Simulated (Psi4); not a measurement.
C₆H₁₅In, triplet (typed; the unrestricted solution is spin-contaminated), geometry from GFN2-xTB (such geometries of metal compounds can be far from the true shape) (a higher spin typed on purpose: for a closed-shell molecule this is an excited state) (all electrons, no relativity); HF/STO-3G run with Psi4.

The Psi4 input:
```
memory 2 GB

molecule mol {
0 3
  In   -0.233987   -0.361527   -0.556909
  C     2.163820    0.408895   -0.094754
  C     2.515717    1.709876   -0.747610
  H     2.641103   -0.453263   -0.557936
  H     2.285673    0.400995    0.983084
  H     1.998319    2.539739   -0.269278
  H     2.258036    1.698302   -1.808308
  H     3.592112    1.906875   -0.674611
  C    -0.495916   -2.454854    0.675383
  C    -0.978581   -2.084394    2.059532
  H     0.498509   -2.903781    0.703725
  H    -1.186374   -3.133317    0.173280
  H    -1.977828   -1.647009    2.018744
  H    -0.306857   -1.357855    2.521265
  H    -1.025727   -2.959585    2.716320
  C    -0.665832    1.627247    1.026509
  C    -1.213811    2.716818    0.155054
  H     0.223344    1.905763    1.578472
  H    -1.411382    1.160331    1.664864
  H    -2.080169    2.366804   -0.411008
  H    -0.459817    3.072281   -0.548635
  H    -1.535948    3.577005    0.753861
}

set basis sto-3g
set reference uhf
set scf_type pk
set puream true
set d_convergence 1e-8

energy('scf')
print_variables()
```

It wrote (shortened):

```
   => Loading Basis Set <=

    Name: STO-3G
    Role: ORBITAL
    Keyword: BASIS

         ---------------------------------------------------------
                                   SCF
               by Justin Turney, Rob Parrish, Andy Simmonett
                          and Daniel G. A. Smith
                              UHF Reference
         ---------------------------------------------------------

  ==> Geometry <==

    Molecular point group: c1
    Full point group: C1

    Geometry (in Angstrom), charge = 0, multiplicity = 3:

       Center              X                  Y                   Z               Mass
    ------------   -----------------  -----------------  -----------------  -----------------
         IN          -0.197155397211    -0.300958088709    -0.466875929140   114.903878776000
         C            2.200651602789     0.469463911291    -0.004720929140    12.000000000000
         C            2.552548602789     1.770444911291    -0.657576929140    12.000000000000
         H            2.677934602789    -0.392694088709    -0.467902929140     1.007825032230
         H            2.322504602789     0.461563911291     1.073117070860     1.007825032230
         H            2.035150602789     2.600307911291    -0.179244929140     1.007825032230
         H            2.294867602789     1.758870911291    -1.718274929140     1.007825032230
         H            3.628943602789     1.967443911291    -0.584577929140     1.007825032230
         C           -0.459084397211    -2.394285088709     0.765416070860    12.000000000000
         C           -0.941749397211    -2.023825088709     2.149565070860    12.000000000000
         H            0.535340602789    -2.843212088709     0.793758070860     1.007825032230
         H           -1.149542397211    -3.072748088709     0.263313070860     1.007825032230
         H           -1.940996397211    -1.586440088709     2.108777070860     1.007825032230
         H           -0.270025397211    -1.297286088709     2.611298070860     1.007825032230
         H           -0.988895397211    -2.899016088709     2.806353070860     1.007825032230
         C           -0.629000397211     1.687815911291     1.116542070860    12.000000000000
         C           -1.176979397211     2.777386911291     0.245087070860    12.000000000000
         H            0.260175602789     1.966331911291     1.668505070860     1.007825032230
         H           -1.374550397211     1.220899911291     1.754897070860     1.007825032230
         H           -2.043337397211     2.427372911291    -0.320974929140     1.007825032230
         H           -0.422985397211     3.132849911291    -0.458601929140     1.007825032230
         H           -1.499116397211     3.637573911291     0.843894070860     1.007825032230

  Running in c1 symmetry.

  Rotational constants: A =      0.05318  B =      0.03199  C =      0.02647 [cm^-1]
  Rotational constants: A =   1594.23715  B =    959.09941  C =    793.57042 [MHz]
  Nuclear repulsion =  654.804536980736088

  Charge       = 0
  Multiplicity = 3
  Electrons    = 100
  Nalpha       = 51
  Nbeta        = 49

  ==> Algorithm <==

  SCF Algorithm Type is PK.
  DIIS enabled.
  MOM disabled.
  Fractional occupation disabled.
  Guess Type is SAD.
  Energy threshold   = 1.00e-06
  Density threshold  = 1.00e-08
  Integral threshold = 1.00e-12

  ==> Primary Basis <==

  Basis Set: STO-3G
    Blend: STO-3G
    Number of shells: 44
    Number of basis functions: 72
    Number of Cartesian functions: 74
    Spherical Harmonics?: true
    Max angular momentum: 2

  ==> Integral Setup <==

  Using in-core PK algorithm.
   Calculation information:
      Number of atoms:                  22
      Number of AO shells:              44
      Number of primitives:            132
      Number of atomic orbitals:        74
      Number of basis functions:        72

      Integral cutoff                 1.00e-12
      Number of threads:                 1

  Performing in-core PK
  Using 6909012 doubles for integral storage.
  We computed 396423 shell quartets total.
  Whereas there are 490545 unique shell quartets.

  ==> DiskJK: Disk-Based J/K Matrices <==

    J tasked:                  Yes
    K tasked:                  Yes
    wK tasked:                  No
    Schwarz Cutoff:          1E-12

  Minimum eigenvalue in the overlap matrix is 2.1071426803E-01.
  Reciprocal condition number of the overlap matrix is 8.5588729568E-02.
    Using symmetric orthogonalization.

  ==> Pre-Iterations <==

  SCF Guess: Superposition of Atomic Densities via on-the-fly atomic UHF (no occupation information).

   -------------------------
    Irrep   Nso     Nmo
   -------------------------
     A         72      72
   -------------------------
    Total      72      72
   -------------------------

  ==> Iterations <==

                        Total Energy        Delta E     RMS |[F,P]|

   @UHF iter SAD: -5906.91246984045029   -5.90691e+03   0.00000e+00
   @UHF iter   1: -5915.24061090251143   -8.32814e+00   9.75256e-03 ADIIS/DIIS
   @UHF iter   2: -5915.78125828969678   -5.40647e-01   4.64626e-03 ADIIS/DIIS
   @UHF iter   3: -5915.88171675175545   -1.00458e-01   1.21873e-03 ADIIS/DIIS
   @UHF iter   4: -5915.90142102200207   -1.97043e-02   6.63965e-04 ADIIS/DIIS
   @UHF iter   5: -5915.90935225403700   -7.93123e-03   2.93118e-04 ADIIS/DIIS
   @UHF iter   6: -5915.91084882822088   -1.49657e-03   1.22295e-04 ADIIS/DIIS
   @UHF iter   7: -5915.91111015428851   -2.61326e-04   4.62919e-05 DIIS
   @UHF iter   8: -5915.91114003373787   -2.98794e-05   1.95671e-05 DIIS
   @UHF iter   9: -5915.91114538217880   -5.34844e-06   7.77809e-06 DIIS
   @UHF iter  10: -5915.91114636063867   -9.78460e-07   3.96431e-06 DIIS
   @UHF iter  11: -5915.91114682140869   -4.60770e-07   2.47606e-06 DIIS
   @UHF iter  12: -5915.91114706702228   -2.45614e-07   1.54073e-06 DIIS
   @UHF iter  13: -5915.91114717130949   -1.04287e-07   9.45746e-07 DIIS
   @UHF iter  14: -5915.91114722170369   -5.03942e-08   5.66252e-07 DIIS
   @UHF iter  15: -5915.91114724121417   -1.95105e-08   3.71278e-07 DIIS
   @UHF iter  16: -5915.91114725062471   -9.41054e-09   2.32034e-07 DIIS
   @UHF iter  17: -5915.91114725434272   -3.71801e-09   1.25980e-07 DIIS
   @UHF iter  18: -5915.91114725534317   -1.00044e-09   4.28950e-08 DIIS
   @UHF iter  19: -5915.91114725541229   -6.91216e-11   1.57727e-08 DIIS
   @UHF iter  20: -5915.91114725540501    7.27596e-12   5.26279e-09 DIIS
  Energy and wave function converged.

  ==> Post-Iterations <==

   @Spin Contamination Metric:   1.176732980E-01
   @S^2 Expected:                2.000000000E+00
   @S^2 Observed:                2.117673298E+00
   @S   Expected:                1.000000000E+00
   @S   Observed:                1.000000000E+00

    Orbital Energies [Eh]
    ---------------------

    Alpha Occupied:

[...]
    Alpha Virtual:

[...]
    Beta Occupied:

[...]
      49A     -0.169067

    Beta Virtual:

[...]
    Final Occupation by Irrep:
              A
    DOCC [    49 ]
    SOCC [     2 ]
    NA   [    51 ]
    NB   [    49 ]

  @UHF Final Energy: -5915.91114725540501

   => Energetics <=

    Nuclear Repulsion Energy =            654.8045369807360885
    One-Electron Energy =               -9493.6505672433340806
    Two-Electron Energy =                2922.9348830071926386
    Total Energy =                      -5915.9111472554050124

  UHF NO Occupations:
  HONO-2 :   49  A 1.9457283
  HONO-1 :   50  A 1.0000000
  HONO-0 :   51  A 1.0000000
  LUNO+0 :   52  A 0.0542717
  LUNO+1 :   53  A 0.0012089
  LUNO+2 :   54  A 0.0008960
  LUNO+3 :   55  A 0.0007159

Computation Completed

Properties will be evaluated at   0.000000,   0.000000,   0.000000 [a0]

Properties computed using the SCF density matrix

 Multipole Moments:

 ------------------------------------------------------------------------------------
     Multipole            Electronic (a.u.)      Nuclear  (a.u.)        Total (a.u.)
 ------------------------------------------------------------------------------------

 L = 1.  Multiply by 2.5417464519 to convert [e a0] to [Debye]
 Dipole X            :         -6.8489623            6.9601888            0.1112265
 Dipole Y            :        -10.6609636           11.4458465            0.7848829
 Dipole Z            :        -17.4799068           17.0137506           -0.4661562
 Magnitude           :                                                    0.9196272

 ------------------------------------------------------------------------------------

  Variable Map:
  ----------------------------------------------------------------------------
[...]
  Array Variable Map:
  ----------------------------------------------------------------------------
[...]
[...]
```
